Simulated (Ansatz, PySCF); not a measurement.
Process, species as SMILES: C[CH2][Ge]([Cl])([Cl])[CH2]C + 6 [H][H] (H2) -> 4 C (CH4) + 2 Cl (HCl) + [GeH4] (GeH4)
Geometries: B3LYP-D3(BJ)/def2-TZVP minima from Ansatz (a quantum-chemistry and plane-wave program), one conformer each, not searched for the lowest. Frequencies are from Ansatz or PySCF.

Property: energy of full hydrogenation (0 K, with B3LYP-D3(BJ) harmonic zero-point energies), in kcal/mol. Valence correlation only, unless marked. Spin-orbit coupling is left out. The frozen core is the preceding noble-gas configuration, with the filled d and f shells of earlier blocks. Non-relativistic. Basis-set limits of correlation are two-point, X^-3; Hartree-Fock from the larger set. [CCSD(T)-MP2]/basis is that difference in the basis named.

RI-MP2/CBS(def2-TZVPPD,def2-QZVPPD)+[CCSD(T)-MP2]/def2-TZVPPD (Ansatz) gives -2.3 kcal/mol.

Problem. Another calculation gave -12.1 kcal/mol. Which level was it?
A) revPBE/def2-TZVPD (Ansatz)
B) BLYP/def2-TZVPD (Ansatz)
C) BHLYP/def2-TZVPD (Ansatz)
D) SVWN5/def2-TZVPD (Ansatz)

Solution. A, revPBE/def2-TZVPD (Ansatz). The others give -16.3 (BLYP), -19.9 (BHLYP), -6.0 (SVWN5) kcal/mol.
